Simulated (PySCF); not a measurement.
The free ion Cr3+ in its d3 configuration.

Method (PySCF 2.14, density fitting): CASSCF(3,5) with orbitals averaged over all microstates of the shell, strongly contracted NEVPT2 on the averaged canonical orbitals; basis x2c-TZVPall; spin-free X2C; gas phase; spin-orbit coupling by state interaction with the mean-field operator over all roots.

CASSCF energies above the lowest CASSCF root:

```
state  CASSCF / cm⁻¹
   4F              0
   4P          17330
   2G          17585
   2P          23362
   2H          23362
   2D          25419
   2F          40691
   2D          64006
```

Question: How does dynamic correlation (SC-NEVPT2) move these states?

Answer: 
```tsv
state	NEVPT2 / cm⁻¹	shift / cm⁻¹
4F	0	0
4P	14735	-2595
2G	15970	-1615
2P	20847	-2515
2H	22180	-1181
2D	21795	-3624
2F	36358	-4333
2D	56664	-7342
```

In the ligand-field fit B goes from 1155 to 987 cm⁻¹, C goes from 4321 to 4056 cm⁻¹.
